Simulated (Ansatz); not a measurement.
Relaxation of H14Si5 (19 atoms, charge 0, multiplicity 1), to a largest force component of 0.03 eV/Å in at most 50 steps.

Theory: RHF/def2-SVP (Ansatz).

```xyz
19
Properties=species:S:1:pos:R:3
Si -0.008 0.036 0.114
Si -0.044 0.015 2.382
H -0.963 -1.026 2.905
H 1.306 -0.220 2.950
H -0.516 1.331 2.887
Si 2.221 0.103 -0.717
H 2.906 -1.194 -0.500
H 2.208 0.396 -2.171
H 2.986 1.168 -0.023
Si -1.077 2.028 -0.642
H -2.531 1.972 -0.346
H -0.504 3.222 0.029
H -0.900 2.177 -2.108
Si -1.213 -1.764 -0.887
H -2.227 -2.292 0.059
H -1.901 -1.280 -2.108
H -0.300 -2.869 -1.271
H 0.926 -2.260 1.115
H 0.868 -2.426 1.803
```

**Question.** Where does it end, and by what steps?

**Answer.** The forces met the threshold. The force dipped under the threshold on the way, but the program's further checks kept it going. After 27 steps the energy has fallen by 0.414 eV; H18 moved furthest, 2.49 Å.

```
step  energy less start (eV)  largest force component (eV/Å)  accepted
   0                  0.0000                           1.615       yes
   1                 -0.2122                           0.232       yes
   2                 -0.2790                           0.251       yes
   3                 -0.3152                           0.089       yes
   4                 -0.3326                           0.095       yes
   5                 -0.3443                           0.116       yes
   6                 -0.3523                           0.080       yes
   7                 -0.3582                           0.075       yes
   8                 -0.3633                           0.135       yes
   9                 -0.3670                           0.221       yes
  10                 -0.3710                           0.189       yes
  11                 -0.3688                           0.360        no
  12                 -0.3796                           0.113       yes
  13                 -0.3834                           0.099       yes
  14                 -0.3858                           0.154       yes
  15                 -0.3891                           0.123       yes
  16                 -0.3958                           0.012       yes
  17                 -0.3973                           0.257       yes
  18                 -0.4019                           0.158       yes
  19                 -0.4066                           0.010       yes
  20                 -0.4060                           0.238        no
  21                 -0.4090                           0.072       yes
  22                 -0.4105                           0.086       yes
  23                 -0.4115                           0.089       yes
  24                 -0.4123                           0.148       yes
  25                 -0.4132                           0.077       yes
  26                 -0.4138                           0.025       yes
  27                 -0.4142                           0.015       yes
```

```xyz
19
Properties=species:S:1:pos:R:3
Si -0.133 0.351 -0.055
Si -0.134 0.226 2.318
H -1.527 0.132 2.822
H 0.620 -0.970 2.767
H 0.501 1.437 2.893
Si 2.104 0.483 -0.843
H 2.862 -0.729 -0.447
H 2.120 0.593 -2.323
H 2.777 1.675 -0.270
Si -1.329 2.286 -0.742
H -2.725 2.233 -0.241
H -0.677 3.507 -0.208
H -1.358 2.370 -2.223
Si -1.177 -1.585 -0.953
H -2.576 -1.681 -0.470
H -1.188 -1.522 -2.435
H -0.443 -2.804 -0.534
H 1.896 -4.431 1.857
H 1.626 -4.454 2.554
```

Time of the run: 60 s on 4 threads of Arm Neoverse V1, on a shared host, peak memory 0.49 GiB.
